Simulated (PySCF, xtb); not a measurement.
GaHBr2, SMILES [Br][GaH][Br].

GFN2-xTB run with xtb 6.7.1 at its own geometry gives an orbital gap of 4.42 eV and a dipole moment of 3.98 D.

Coordinates come from a PBE0-D3(BJ)/def2-SVP optimisation.

What does PBE/def2-TZVPD in PySCF give? (An estimate is asked for; the answer gives what the named calculation found.)

gap 4.60 eV (levels -7.27 and -2.66 eV), dipole 1.33 D.
